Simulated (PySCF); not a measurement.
**How methods differ on the interval between two levels of Fe⁺**

Fe⁺ [Ar] 3d6 4s1 [6D9/2, M_J = 9/2] → Fe⁺ [Ar] 3d5 4s1 4p1 [8P9/2, M_J = 9/2], as a difference of total energies. Computed with PySCF 2.14 in x2c-SVPall-2c with one added diffuse shell each of s, d type (6s5p4d1f, 48 functions), with the two-component X2C-1e Hamiltonian. Correlated levels: [Ne] frozen; the 6 highest virtual spinors dropped. "Screened" scales the spin-orbit matrix elements by Boettger's factors to mimic the two-electron term; Breit and QED terms are absent.

**Question.** Order these methods by the interval between two levels they give, lowest first.
A. GHF (screened spin-orbit)
B. GMP2 (screened spin-orbit)
C. GHF (spin-free)
D. GMP2 (spin-free)

**Answer.** C (41017 cm⁻¹), A (41664 cm⁻¹), D (50542 cm⁻¹), B (51200 cm⁻¹).

Errors of the correlated levels include the incompleteness of this basis and the frozen core.

The labels give the starting determinants; with spin-orbit coupling the two ends relaxed to ⟨J²⟩ = 24.76, ⟨L²⟩ = 6.01, ⟨S²⟩ = 8.75 and ⟨J²⟩ = 24.76, ⟨L²⟩ = 2.01, ⟨S²⟩ = 15.75.

For comparison: 52966 cm⁻¹ (measured; NIST Handbook of Basic Atomic Spectroscopic Data (Sansonetti and Martin, J. Phys. Chem. Ref. Data 34, 1559 (2005))).
